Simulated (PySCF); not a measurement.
Vertical excitations of a molecule C₂H₈N₂Si₂ from PySCF with TDDFT-M06-2X/def2-SVPD, as energy in eV (oscillator strength): 3.33 (0.000), 4.87 (0.003), 5.45 (0.012), 5.70 (0.004), 5.97 (0.048), 6.25 (0.022), 6.32 (0.015), 6.44 (0.044), 6.60 (0.003), 6.71 (0.001). Lowest triplet (TDA): 2.83 eV. Geometry: PBE0-D3(BJ)/def2-SVP. Other conformers were not sampled.

Problem. Which structure fits?
(A) C[Si@H]1C=N[SiH2]N1
(B) CC1=N[SiH2]N[SiH2]1
(C) CN[Si@H]1C=N[SiH2]1
(D) N[Si@@H]1C=N[C@H]1[SiH3]

Solution. C, CN[Si@H]1C=N[SiH2]1
